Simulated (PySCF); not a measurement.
Electronic absorption of zinc hydride isocyanide

Species: zinc hydride isocyanide, CHNZn (singlet state).
SMILES: `[C-]#[N+][ZnH]`

Method used: TDDFT CAM-B3LYP/def2-SVPD, vertical, gas phase, core orbitals frozen in the response (PySCF). Isolated species at its PBE0-D3(BJ)/def2-SVP geometry, gas phase.

```csv
state,E (eV),λ (nm),ν̃ (cm⁻¹),f,"main configurations (H = HOMO, L = LUMO)"
S1,6.56,188.9,52930,0.018,H→L/L+1 (≥89%)
S2,6.56,188.9,52940,0.018,H→L/L+1 (≥89%)
S3,7.20,172.3,58030,0.0000,"H-2/H-1→L/L+1 (≥77%), H-2/H-1→L+4 (≥10%)"
S4,7.32,169.5,59010,0.0000,H-2/H-1→L/L+1 (≥83%)
S5,7.32,169.5,59010,0.0000,H-2/H-1→L/L+1 (≥83%)
S6,7.68,161.4,61950,0.0094,H→L+2 (86%)
S7,7.93,156.3,63980,0.117,H-3→L/L+1 (≥91%)
S8,7.93,156.3,63980,0.117,H-3→L/L+1 (≥91%)
S9,8.42,147.2,67940,0.094,H-2/H-1→L+2 (≥77%)
S10,8.42,147.2,67950,0.041,H-2/H-1→L+2 (≥89%)
```

Triplets (Tamm–Dancoff): T1 5.29 eV, H→L/L+1 (≥50%), H→L+4 (46%); T2 5.29 eV, H→L/L+1 (≥50%), H→L+5 (46%); T3 6.44 eV, H-2/H-1→L/L+1 (≥49%), H-2/H-1→L+5 (≥22%).

The lowest singlet level (S1/S2) lies at 6.56 eV (189 nm, vacuum ultraviolet) and is of moderate strength. The strongest level in the table is S7/S8 at 7.93 eV (156 nm, f = 0.235 summed). S1/S2, S4/S5, S7/S8 and S9/S10 lie within about 0.01 eV of each other in each set; the point group C∞v has degenerate representations, and within a degenerate level the listed configurations can mix freely. For S1 the Löwdin share of zinc is at most 4% in HOMO and 72% in LUMO (ligand-to-metal charge transfer by this measure); for S7 the Löwdin share of zinc is 43% in HOMO-3 and 72% in LUMO. Of the 10 states listed, 6 reach f = 0.01 and 3 stay under 0.0005. Weighted by f, the mean energy of these states is 7.97 eV. Orbital energies (eV): HOMO-3 -11.44, HOMO-2 -11.35, HOMO-1 -11.35, HOMO -9.84, LUMO -0.38, LUMO+1 -0.37, LUMO+2 0.47. All these states lie below the vertical ionisation energy of 11.01 eV (ΔSCF). Orbitals of the list HOMO-3 to LUMO+2 that lie within 0.01 eV of each other are written together with a slash and their weights summed (≥ marks a lower bound); for degenerate orbitals outside that list single weights are arbitrary. Singlets were solved by full linear response, triplets in the Tamm–Dancoff approximation.
